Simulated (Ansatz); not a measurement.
Results of the Gaussian-basis code of Ansatz.

Basis-set series for Ge2H6O, SMILES `[GeH3][O][GeH3]`. Charge 0, multiplicity 1. Geometry: relaxed with PBE0-D4/def2-TZVP.

```
functional       basis  functions  energy (Eh)  HOMO (eV)  LUMO (eV)
   PBE0-D4    def2-SVP        108  -4231.66191      -8.11       0.01
   PBE0-D4  def2-QZVPP        415  -4232.37852      -8.21      -0.43
   ωB97M-V    def2-SVP        108  -4231.99265     -10.38       1.92
   ωB97M-V  def2-QZVPP        415  -4232.70879     -10.52       1.19
```

**Question.** Give the rows for def2-TZVPP. (An estimate is asked.)

**Answer.** The calculation gave: 
| functional | basis | functions | energy (Eh) | HOMO (eV) | LUMO (eV) |
| --- | --- | --- | --- | --- | --- |
| PBE0-D4 | def2-TZVPP | 211 | -4232.28295 | -8.20 | -0.24 |
| ωB97M-V | def2-TZVPP | 211 | -4232.61567 | -10.51 | 1.57 |

Positive LUMOs are unbound and depend on the basis. Scalar relativity is left out up to krypton.
